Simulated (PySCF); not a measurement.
Match the calculated data to a structure.

All candidates are C4H12FPSi2.

| technique | computed result |
| --- | --- |
| 1H NMR | chemical shifts (computed TMS as zero) by class: 6.43 (1 H), 6.42 (1 H), 6.27 (1 H), 4.99 (1 H), 4.76 (1 H), 4.40 (1 H), 4.35 (1 H), 0.90 (2 H), 0.45 (3 H) ppm [GIAO PBE0/pcSseg-1] |
| Rotational structure | rotational constants A, B, C: 1.204, 0.757, 0.587 GHz [GFN2-xTB] |
| Dipole | 1.63 D [PBE0/pcSseg-1] |
| 13C NMR | chemical shifts (computed TMS as zero) by class: 144.0 (1 C), 137.8 (1 C), 83.8 (1 C), -2.2 (1 C) ppm [GIAO PBE0/pcSseg-1] |
| NMR, other nuclei | isotropic shieldings of nuclei other than C and H, by class: 464 (1 F), 369 (1 Si), 417 (1 Si), 626 (1 P) ppm [GIAO PBE0/pcSseg-1] |

Gas-phase values; electronic properties from PySCF, density fitting. Levels stand in brackets. One conformer (not necessarily the lowest) at the GFN2-xTB geometry, without solvent, vibrations or thermal averaging. Each NMR value is the plain mean over a class of atoms that symmetry, rotation or inversion makes alike.

Question: Which candidate is it?
A. `C[SiH2]/C=C(/CF)[SiH2]P`
B. `F[C@@H]1C[C@@H]([SiH3])[Si@H](P)C1`
C. `C=C[SiH2][Si@@](C)(P)CF`
D. `C[SiH2]/C=C(\CF)[SiH2]P`
E. `FCC/C(=C\[SiH3])[SiH2]P`

Answer: C. It is `C=C[SiH2][Si@@](C)(P)CF`. Numbering: `[CH2:1]=[CH:2][SiH2:3][Si@@:4]([CH3:5])([PH2:6])[CH2:7][F:8]`. 4 carbons fall into 4 classes; from least to most shielded: terminal =CH2 carbon [C1] (144.0 ppm), alkene CH carbon [C2] (137.8 ppm), sp3 C–F carbon [C7] (83.8 ppm), Si-methyl carbon [C5] (-2.2 ppm). Hydrogen classes from least to most shielded: 1 H on a terminal =CH2 carbon, C1 (6.43 ppm), 1 H on an alkene CH carbon, C2 (6.42 ppm), 1 H on a terminal =CH2 carbon, C1 (6.27 ppm), 1 H on an sp3 C–F carbon, C7 (4.99 ppm), 1 H on an sp3 C–F carbon, C7 (4.76 ppm), 1 H on an SiH2 silicon, Si3 (4.40 ppm), 1 H on an SiH2 silicon, Si3 (4.35 ppm), 2 H on a three-coordinate phosphorus, P6 (0.90 ppm), 3 H on an Si-methyl carbon, C5 (0.45 ppm). The other shieldings belong to: 464 ppm, alkyl fluorine [F8]; 369 ppm, four-coordinate silicon [Si4]; 417 ppm, SiH2 silicon [Si3]; 626 ppm, three-coordinate phosphorus [P6]. The optimised geometry has point group C1 and is an asymmetric top.

The others, at the same levels:
- `C[SiH2]/C=C(\CF)[SiH2]P` fails: its computed 13C shifts are 158.9 (1 C), 146.5 (1 C), 92.1 (1 C), -4.5 (1 C) ppm, 1H shifts are 6.61 (1 H), 5.52 (2 H), 4.69 (2 H), 4.59 (2 H), 1.10 (2 H), 0.14 (3 H) ppm and rotational constant A is 2.160 GHz (against 1.204 GHz).
- `FCC/C(=C\[SiH3])[SiH2]P` fails: its computed 13C shifts are 162.3 (1 C), 147.2 (1 C), 84.2 (1 C), 44.4 (1 C) ppm, 1H shifts are 6.71 (1 H), 4.91 (2 H), 4.90 (2 H), 4.19 (3 H), 2.65 (2 H), 1.06 (2 H) ppm and rotational constant A is 1.662 GHz (against 1.204 GHz).
- `C[SiH2]/C=C(/CF)[SiH2]P` fails: its computed 13C shifts are 162.2 (1 C), 141.0 (1 C), 89.3 (1 C), -7.0 (1 C) ppm, 1H shifts are 7.15 (1 H), 5.30 (2 H), 4.58 (2 H), 4.58 (2 H), 1.23 (2 H), 0.32 (3 H) ppm and rotational constant A is 1.100 GHz (against 1.204 GHz).
- `F[C@@H]1C[C@@H]([SiH3])[Si@H](P)C1` fails: its computed 13C shifts are 98.7 (1 C), 42.8 (1 C), 22.0 (1 C), 8.3 (1 C) ppm, 1H shifts are 5.51 (1 H), 4.47 (1 H), 3.97 (3 H), 2.55 (1 H), 1.28 (1 H), 1.24 (2 H), 1.09 (1 H), 0.99 (1 H), 0.68 (1 H) ppm and smallest rotational constant is 0.648 GHz (against 0.587 GHz).

Each candidate is one conformer, not necessarily the lowest. The conformers computed, where there is a choice (atom-mapped SMILES and torsion angles):
- `[CH2:1]=[CH:2][SiH2:3][Si@@:4]([CH3:5])([PH2:6])[CH2:7][F:8]`: C1–C2–Si3–Si4 107°, C2–Si3–Si4–C5 -66°, Si3–Si4–C7–F8 44°, H–P6–Si4–Si3 39°, H–P6–Si4–Si3 -53°
- `[CH3:1][SiH2:2]/[CH:3]=[C:4](\[CH2:5][F:6])[SiH2:7][PH2:8]`: C1–Si2–C3–C4 179°, C3–C4–C5–F6 2°, C3–C4–Si7–P8 -138°, H–P8–Si7–C4 69°, H–P8–Si7–C4 162°
- `[F:1][CH2:2][CH2:3]/[C:4](=[CH:5]\[SiH3:6])[SiH2:7][PH2:8]`: F1–C2–C3–C4 -61°, C2–C3–C4–C5 106°, C3–C4–Si7–P8 -23°, H–P8–Si7–C4 -77°, H–P8–Si7–C4 -170°
- `[CH3:1][SiH2:2]/[CH:3]=[C:4](/[CH2:5][F:6])[SiH2:7][PH2:8]`: C1–Si2–C3–C4 168°, C3–C4–C5–F6 2°, C3–C4–Si7–P8 -93°, H–P8–Si7–C4 165°, H–P8–Si7–C4 72°

The conformers of `F[C@@H]1C[C@@H]([SiH3])[Si@H](P)C1` aren't listed.
